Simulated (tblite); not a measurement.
Compound: C5H10BFSi.
Numbering: `[F:1]/[CH:2]=[C:3]1/[CH2:4][CH2:5][BH:6][SiH2:7][CH2:8]1` (hydrogens: H9 on C2; H10, H11 on C4; H12, H13 on C5; H14 on B6; H15, H16 on Si7; H17, H18 on C8)

Computed with GFN2-xTB (tblite), gas phase: L-BFGS steps from a force-field or distance-geometry start until the largest atomic force falls under 0.01 eV/Å.

Step 28: E = -638.0549 eV
```
atom  x, y, z in Å  |  force x, y, z in eV/Å
F1      1.2837   -3.0106    0.5555    0.102   0.079  -0.036
C2      0.1394   -2.2949    0.4831   -0.010   0.055   0.068
C3      0.0605   -1.0971   -0.0779   -0.023  -0.012  -0.197
C4     -1.2620   -0.3872   -0.1425   -0.052   0.025   0.018
C5     -1.3134    0.8385    0.8138    0.028  -0.040  -0.017
B6     -0.4787    2.0094    0.1695   -0.033  -0.024  -0.102
Si7     1.3170    1.4621   -0.3808   -0.020  -0.026  -0.023
C8      1.1972   -0.4221   -0.7655    0.104   0.058  -0.073
H9     -0.6742   -2.8340    0.9413   -0.094   0.023   0.067
H10    -2.0658   -1.0796    0.1117   -0.020   0.000   0.020
H11    -1.4187   -0.0446   -1.1713   -0.078  -0.049   0.071
H12    -2.3538    1.0827    1.0478    0.036  -0.050  -0.124
H13    -0.8616    0.5091    1.7529   -0.002   0.033   0.077
H14    -0.9700    3.0542   -0.0388    0.002  -0.017   0.087
H15     1.9248    2.0301   -1.6025   -0.007   0.040   0.080
H16     2.2966    1.6424    0.7022    0.118  -0.029   0.020
H17     2.1377   -0.9305   -0.5693    0.014  -0.089   0.131
H18     1.0323   -0.5214   -1.8409   -0.065   0.024  -0.067
```

Step 29: E = -638.0603 eV
```
atom  x, y, z in Å  |  force x, y, z in eV/Å
F1      1.2964   -3.0084    0.5526    0.011   0.135  -0.044
C2      0.1469   -2.2955    0.4854   -0.010   0.067   0.059
C3      0.0593   -1.0983   -0.0788    0.033  -0.041  -0.175
C4     -1.2676   -0.3904   -0.1386    0.041  -0.086  -0.009
C5     -1.3183    0.8440    0.8033    0.027  -0.069  -0.013
B6     -0.4771    2.0116    0.1662   -0.025  -0.007  -0.077
Si7     1.3129    1.4607   -0.3782    0.104  -0.089  -0.027
C8      1.1962   -0.4229   -0.7715    0.051   0.023  -0.074
H9     -0.6637   -2.8374    0.9498   -0.041   0.047   0.043
H10    -2.0645   -1.0872    0.1281   -0.016   0.024   0.017
H11    -1.4294   -0.0649   -1.1718   -0.096  -0.022   0.073
H12    -2.3586    1.0918    1.0270   -0.008  -0.042  -0.093
H13    -0.8719    0.5206    1.7481   -0.017   0.049   0.064
H14    -0.9466    3.0679   -0.0222   -0.047   0.015   0.084
H15     1.9316    2.0317   -1.5919   -0.001   0.047   0.067
H16     2.2858    1.6355    0.7146    0.099  -0.031  -0.001
H17     2.1366   -0.9397   -0.5860   -0.041  -0.035   0.129
H18     1.0230   -0.5129   -1.8477   -0.063   0.016  -0.024
```

Step 30: E = -638.0660 eV
```
atom  x, y, z in Å  |  force x, y, z in eV/Å
F1      1.3082   -3.0028    0.5495   -0.076   0.167  -0.037
C2      0.1530   -2.2940    0.4886   -0.005   0.071   0.029
C3      0.0581   -1.1002   -0.0845    0.063  -0.056  -0.099
C4     -1.2725   -0.3939   -0.1355    0.115  -0.177  -0.031
C5     -1.3219    0.8473    0.7942    0.021  -0.074  -0.017
B6     -0.4762    2.0123    0.1616    0.004  -0.011  -0.036
Si7     1.3105    1.4580   -0.3760    0.193  -0.124  -0.007
C8      1.1971   -0.4238   -0.7785   -0.031  -0.032  -0.052
H9     -0.6557   -2.8382    0.9585    0.029   0.077   0.013
H10    -2.0642   -1.0929    0.1429   -0.004   0.033   0.017
H11    -1.4419   -0.0825   -1.1706   -0.113   0.013   0.045
H12    -2.3623    1.0986    1.0069   -0.044  -0.038  -0.059
H13    -0.8807    0.5310    1.7448   -0.032   0.059   0.046
H14    -0.9263    3.0781   -0.0063   -0.092   0.048   0.076
H15     1.9363    2.0353   -1.5804    0.017   0.056   0.035
H16     2.2789    1.6288    0.7242    0.073  -0.034  -0.022
H17     2.1347   -0.9501   -0.5965   -0.082   0.018   0.100
H18     1.0160   -0.5045   -1.8548   -0.037   0.002  -0.003
```

**Question.** Estimate the geometry and energy of step 31. (The exact step hangs on the optimiser's Hessian estimate; all steps are aligned on step 30, rigid shifts and turns removed.)

**Answer.** E = -638.0729 eV, largest force 0.270 eV/Å
```
atom  x, y, z in Å  |  force x, y, z in eV/Å
F1      1.3259   -2.9943    0.5434   -0.143   0.172  -0.015
C2      0.1636   -2.2929    0.4944    0.004   0.067  -0.017
C3      0.0588   -1.1046   -0.0908    0.066  -0.051   0.000
C4     -1.2766   -0.4041   -0.1302    0.132  -0.188  -0.050
C5     -1.3285    0.8525    0.7779    0.016  -0.073  -0.021
B6     -0.4746    2.0164    0.1543    0.021   0.036   0.008
Si7     1.3104    1.4517   -0.3732    0.244  -0.113   0.025
C8      1.1959   -0.4255   -0.7899   -0.101  -0.111  -0.036
H9     -0.6411   -2.8415    0.9712    0.103   0.114  -0.017
H10    -2.0624   -1.1032    0.1673    0.026   0.036   0.017
H11    -1.4601   -0.1123   -1.1682   -0.121   0.038   0.032
H12    -2.3711    1.1097    0.9723   -0.048  -0.051  -0.031
H13    -0.8973    0.5525    1.7409   -0.061   0.074  -0.015
H14    -0.8984    3.1010    0.0231   -0.093  -0.030   0.078
H15     1.9501    2.0383   -1.5633    0.036   0.061   0.005
H16     2.2677    1.6170    0.7412    0.044  -0.044  -0.050
H17     2.1314   -0.9631   -0.6163   -0.143   0.086   0.045
H18     0.9975   -0.4914   -1.8657    0.015  -0.022   0.041
```

The energy changes by -0.0069 eV. The first-order estimate −F·Δx gives -0.0096 eV and the mean of the old and new forces, exact on a quadratic surface, -0.0068 eV. The step makes an angle of 79° with the force vector and moves no atom by more than 0.047 Å.

What follows is the cost of the whole relaxation. Hardware: one thread, Intel Xeon Platinum 8259CL at 2.50 GHz (x86_64), shared host. Cost: 1.7 s of wall time.
